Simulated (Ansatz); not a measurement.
Program: Ansatz. Geometries: PBE0-D4/def2-TZVP. ΔE: electronic, gas phase. CCSD(T)/CBS is the MP2 limit (def2-TZVPP, def2-QZVPP) plus CCSD(T) − MP2 in def2-TZVPP, frozen cores. This one scheme is used for every species, atoms too. DFT in def2-TZVPP. No spin–orbit coupling; open shells (•) take unrestricted orbitals. Spin–orbit coupling would lower the free atoms: a little for C, Si. Each species was taken in one conformer, which may not be the lowest.

Consider the atomization: `NC/N=C/[SiH3]` → 2 C• + 8 H• + 2 N• + Si•.

| species | r2SCAN-D4 energy (Eh) |
| --- | --- |
| `NC/N=C/[SiH3]` | -479.92412 |
| C• | -37.83292 |
| H• | -0.49993 |
| N• | -54.58101 |
| Si• | -289.34127 |

Q: Work out ΔE.

A: ΔE = 8 × (-0.49993) + 2 × (-37.83292) + 2 × (-54.58101) + (-289.34127) − (-479.92412) = 1.75555 Eh = +1101.6 kcal/mol. CCSD(T)/CBS gives +1105.0 kcal/mol.

Largest T1 diagnostic among the species: 0.012.

From PBE to PBE0 (25 % exact exchange), in def2-TZVPP and without D4, ΔE moves by −22.4 kcal/mol: exact exchange takes away binding that semilocal exchange gives to molecules. In def2-TZVPP, CCSD(T) changes the Hartree–Fock value by +300.9 kcal/mol (the triples alone add +17.3 kcal/mol) and MP2 by +310.3 kcal/mol; breaking electron pairs costs correlation energy, which Hartree–Fock lacks. The D4 term adds +8.9 kcal/mol with B3LYP and +4.7 kcal/mol with PBE0; it sums over pairs of atoms, weighted by their polarisabilities, and B3LYP, whose exchange is more repulsive, gets the larger term.

B3LYP here is the variant with VWN-RPA as its local correlation; programs differ in this.

For atomizations the MP2-based limit and the directly extrapolated one differ by several kJ/mol either way, and by 10 to 25 for some Ge, Se and Sn compounds, so smaller differences from it don't rank the levels.
